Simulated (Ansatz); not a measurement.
AsH$_{3}$OSSe (`O[As](S)[SeH]`) at its PBE0-D4/def2-TZVP geometry, where that method's forces vanish. Charge 0, multiplicity 1.

```xyz
7

O    -1.5885    0.6802    0.8982
As    0.1325    1.0207    0.6245
S     0.8473   -1.0600    1.1438
Se    0.3502    0.8974   -1.7622
H    -1.9020   -0.0723    0.3842
H     2.0279   -0.9104    0.5198
H     0.1327   -0.5555   -1.8084
```

**Question.** What forces (eV/Å) does r2SCAN-D4/def2-TZVPP give on these atoms in Ansatz? (Estimate.)

**Answer.** Ansatz gave: 
```
O1  -0.174  0.026  0.088
As2  0.106  0.124  0.036
S3   0.035 -0.124  0.059
Se4  0.018  0.009 -0.156
H5   0.009 -0.048 -0.033
H6   0.006 -0.003  0.000
H7   0.001  0.016  0.006
```
